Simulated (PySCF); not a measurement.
Species: C₃H₈Si₂.
SMILES: `C[SiH2]C#C[SiH3]`

Computed, not measured: PBE0-D3(BJ)/def2-SVP geometry optimisation, gas phase (PySCF).

Take the most abundant isotopes and a rigid rotor. 

(1) What are A, B and C (GHz)?

(2) Classify the top.

(3) What does the inertial defect say?

(4) Give the coordinates in the principal-axis frame, origin at the centre of mass.

(5) Which lines would a microwave search look for?

(6) Estimate the classical rotational partition function at 25 K, 50 K and 298.15 K.

Results:

(1) Ia = 46.03, Ib = 533.53, Ic = 564.45 u·Å²; 505379 MHz·u·Å²/I gives 10979, 947.2 and 895.4 MHz, that is A = 10.979, B = 0.9472, C = 0.8954 GHz.

(2) A near-prolate asymmetric top. Ray's parameter κ = (2B − A − C)/(A − C) = -0.990; −1 is the prolate and +1 the oblate limit.

(3) Not planar: Δ = Ic − Ia − Ib = -15.11 u·Å². For a rigid frame Δ = −2 Σ m c², so Σ m c² = 7.56 u·Å² lies off the ab plane, practically all of it from hydrogen. The atom farthest from that plane is 1.23 Å away.

(4) The sense of each axis is arbitrary; atoms in the order of the calculation.
```json
{"atom": "C1", "mass (u)": "12.000", "a (Å)": "2.834", "b (Å)": "-1.108", "c (Å)": "0.000"}
{"atom": "Si2", "mass (u)": "27.977", "a (Å)": "1.956", "b (Å)": "0.547", "c (Å)": "0.000"}
{"atom": "C3", "mass (u)": "12.000", "a (Å)": "0.132", "b (Å)": "0.297", "c (Å)": "-0.003"}
{"atom": "C4", "mass (u)": "12.000", "a (Å)": "-1.079", "b (Å)": "0.112", "c (Å)": "0.001"}
{"atom": "Si5", "mass (u)": "27.977", "a (Å)": "-2.892", "b (Å)": "-0.161", "c (Å)": "0.000"}
{"atom": "H6", "mass (u)": "1.008", "a (Å)": "3.926", "b (Å)": "-0.964", "c (Å)": "0.001"}
{"atom": "H7", "mass (u)": "1.008", "a (Å)": "2.562", "b (Å)": "-1.693", "c (Å)": "-0.892"}
{"atom": "H8", "mass (u)": "1.008", "a (Å)": "2.560", "b (Å)": "-1.691", "c (Å)": "0.892"}
{"atom": "H9", "mass (u)": "1.008", "a (Å)": "2.312", "b (Å)": "1.338", "c (Å)": "1.217"}
{"atom": "H10", "mass (u)": "1.008", "a (Å)": "2.315", "b (Å)": "1.346", "c (Å)": "-1.209"}
{"atom": "H11", "mass (u)": "1.008", "a (Å)": "-3.596", "b (Å)": "1.154", "c (Å)": "0.023"}
{"atom": "H12", "mass (u)": "1.008", "a (Å)": "-3.283", "b (Å)": "-0.911", "c (Å)": "-1.229"}
{"atom": "H13", "mass (u)": "1.008", "a (Å)": "-3.278", "b (Å)": "-0.953", "c (Å)": "1.205"}
```

(5) The dipole components are |μa| = 0.58 D, |μb| = 0.70 D, |μc| = 0.00 D; the mirror of this Cs structure is the ab plane, so μc vanishes by symmetry and there are no c-type lines. The squared components, which scale the intensities, stand as 0.69 : 1.00 (a : b). Some lines, for components of 0.1 D or more:

| type | branch | J(Ka,Kc) | MHz | lower level (cm⁻¹) |
| --- | --- | --- | --- | --- |
| a | Q | 3(1,2) ← 3(1,3) | 311 | 0.699 |
| a | R | 2(1,1) ← 1(1,0) | 3737 | 0.398 |
| a | R | 3(2,1) ← 2(2,0) | 5529 | 1.526 |
| a | R | 4(1,3) ← 3(1,2) | 7474 | 0.709 |
| b | Q | 2(1,1) ← 2(0,2) | 10136 | 0.184 |
| b | R | 2(1,2) ← 1(0,1) | 13665 | 0.061 |
| b | R | 3(1,3) ← 2(0,2) | 15430 | 0.184 |
| b | Q | 4(2,2) ← 4(1,3) | 29917 | 0.959 |
| b | Q | 3(2,1) ← 3(1,2) | 30019 | 0.709 |
| b | Q | 2(2,1) ← 2(1,2) | 30251 | 0.517 |
| b | R | 3(2,1) ← 2(1,2) | 35780 | 0.517 |
| b | R | 4(2,3) ← 3(1,2) | 37388 | 0.709 |
| b | R | 4(2,2) ← 3(1,3) | 37702 | 0.699 |
| b | Q | 4(3,1) ← 4(2,2) | 50286 | 1.957 |
| b | R | 3(3,1) ← 2(2,0) | 55816 | 1.526 |
| b | R | 3(3,0) ← 2(2,1) | 55816 | 1.526 |
| b | R | 4(3,1) ← 3(2,2) | 57659 | 1.711 |

(6) Point group Cs, symmetry number σ = 1; q = (√π/σ)·√((kT/h)³/(ABC)), k/h = 20836.6 MHz/K: 6910 at 25 K, 19500 at 50 K, 284000 at 298.15 K.

Not checked by PBE0-D3(BJ)/def2-SVP frequencies. Zero-point vibration and centrifugal distortion are left out. A rigid rotor knows nothing of internal rotation, which can split or shift real lines.

Hardware: Arm Neoverse N1, one thread, shared host with 64 logical CPUs at a one-minute load of 61. Cost: 59 s, 0.50 GiB resident at most. That covers the optimisation of the geometry.
